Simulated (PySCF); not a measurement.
# From computed data to an observable: chemical shift, span and skew from a shielding tensor

2-ethylidene-1,3-dioxole (C5H6O2), SMILES CC=C1OC=CO1. Atoms are numbered in the order given.

```xyz
13

C     -0.3318    -2.6278     0.0000
C      0.6395    -1.4854     0.0000
C      0.2775    -0.1979     0.0000
O     -1.0154     0.2761     0.0000
C     -0.9306     1.6525     0.0000
C      0.3563     2.0092     0.0000
O      1.1393     0.8756     0.0000
H     -0.2009    -3.2745     0.8858
H     -0.2009    -3.2745    -0.8858
H     -1.3712    -2.2687     0.0000
H      1.7135    -1.6811     0.0000
H     -1.8596     2.2130     0.0000
H      0.8624     2.9690     0.0000
```

Geometry: B3LYP-D3(BJ)/def2-SVP.

GIAO shieldings from PBE/pcSseg-1 in PySCF, non-relativistic, no solvent. The symmetric part of the tensor of C5 has the principal values -29.5, 71.9, 97.0 ppm. The same nucleus in TMS has σ = 182.0 ppm at this level (PySCF, at its B3LYP-D3(BJ)/def2-TZVP geometry).

Q: Work out the isotropic shielding, the ¹³C shift against TMS, the span and the skew.

A: 
σ(iso) = (σ11 + σ22 + σ33)/3 = 46.5 ppm. δ = σ(ref) − σ(iso) = 182.0 − (46.5) = 135.5 ppm.
Span Ω = σ33 − σ11 = 126.5 ppm. Skew κ = 3(σ(iso) − σ22)/Ω = -0.60. Tumbling in solution averages the tensor to δ; in a static solid the shielding alone would spread this spin-1/2 line over Ω.
